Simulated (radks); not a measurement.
Ionisation of neutral thallium, [Hg] 6p1, to [Hg] as the strength of local exchange is varied. Calculated with a radial shooting solver on a logarithmic mesh with Libxc functionals: scalar-relativistic Kohn-Sham, Slater X-alpha exchange (alpha = 2/3 is LDA exchange), no correlation, spin-polarised, spherical densities, finite nucleus; open shells are filled with parallel spins first (spin-orbit coupling, left out, can overturn this in heavy ions); Fermi nuclear charge, rms radius 5.4759 fm.

| alpha | E(Tl) (hartree) | exchange (hartree) | IE (eV) | -e of the level emptied (eV) | <r> of it (bohr) |
|---|---|---|---|---|---|
| 0.594 | -20181.9629 | -318.9959 | 4.296 | 1.775 (6p) | 4.151 |
| 0.611 | -20191.1489 | -328.2829 | 4.394 | 1.856 (6p) | 4.105 |
| 0.662 | -20218.7331 | -356.1963 | 4.693 | 2.109 (6p) | 3.976 |
| 0.667 | -20221.4396 | -358.9371 | 4.723 | 2.135 (6p) | 3.964 |
| 0.945 | -20372.5189 | -512.5126 | 6.523 | 3.754 (6p) | 3.441 |
| 1 | -20402.5481 | -543.1717 | 6.911 | 4.116 (6p) | 3.362 |
| 1.006 | -20405.8268 | -546.5218 | 6.953 | 4.157 (6p) | 3.354 |

NIST Atomic Spectra Database: 6.108 eV (measured). The Delta-SCF value meets it near alpha = 0.88. Open shells are spherical and high-spin; term and fine-structure splittings are not resolved. Spin-orbit splitting is averaged out at the scalar-relativistic level.
